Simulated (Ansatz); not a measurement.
Ansatz (a quantum-chemistry and plane-wave program) input (MP2/LANL2DZ): The .json file is the Basis Set Exchange's LANL2DZ.

Ansatz 0.2 input:
```yaml
crystal:
  periodic: [false, false, false]
  atoms:
    - {symbol: C, position_ang: [-2.62117600, 1.05090800, 0.28303800]}
    - {symbol: Si, position_ang: [-1.58644200, -0.41117400, -0.22670100]}
    - {symbol: O, position_ang: [-0.00183700, -0.04852300, -0.00609500]}
    - {symbol: Si, position_ang: [1.55735500, -0.54050000, -0.14032500]}
    - {symbol: C, position_ang: [2.67893500, 0.83088100, 0.43375100]}
    - {symbol: H, position_ang: [-2.37677300, 1.92952100, -0.31709700]}
    - {symbol: H, position_ang: [-3.68369100, 0.83347400, 0.14955700]}
    - {symbol: H, position_ang: [-2.45498000, 1.29828000, 1.33329700]}
    - {symbol: H, position_ang: [-1.93496100, -1.60231800, 0.58783100]}
    - {symbol: H, position_ang: [-1.82024200, -0.73951100, -1.65551000]}
    - {symbol: H, position_ang: [1.76075300, -1.75697100, 0.68589400]}
    - {symbol: H, position_ang: [1.84260800, -0.88586900, -1.55571700]}
    - {symbol: H, position_ang: [2.53732600, 1.72881000, -0.17084200]}
    - {symbol: H, position_ang: [3.72594500, 0.52879300, 0.35283000]}
    - {symbol: H, position_ang: [2.47937900, 1.08668300, 1.47615300]}
basis:
  gaussian:
    orbitals: LANL2DZ.json
magnetization: {spin_polarized: false}
correlation: {method: mp2, electrons: outside_noble_gas}
```

Output:

```
Functional definition: HF
integrals: 0.02 GiB planned
829 factors; integrals over basis functions are off by at most 6.1e-4 eV
mean field: 0.18 GiB planned
mean field evaluation 1: about -4457.9007 eV, gradient 3.9e1 eV
mean field evaluation 2: about -4457.8990 eV, gradient 3.9e1 eV
mean field evaluation 4: about -4461.5136 eV, gradient 3.8e0 eV
mean field evaluation 8: about -4461.5553 eV, gradient 8.8e-5 eV
mean field -4461.55525331 eV, -163.9591314085 hartree, gradient 7.8e-6 eV, S^2 0.000000; 0 other end points of the search recorded, 0 dependent functions left out
3 core orbitals not correlated
reference -4461.55525331 eV, -163.9591314085 hartree; 16, 16 occupied and 44, 44 virtual orbitals, 829 factors
second order -10.68084658 eV of doubles, -0.00000000 eV of singles
Total energy: -4472.23609990 eV, -164.3516452807 hartree
```

The geometry given is a B3LYP-D3(BJ)/def2-TZVP minimum.
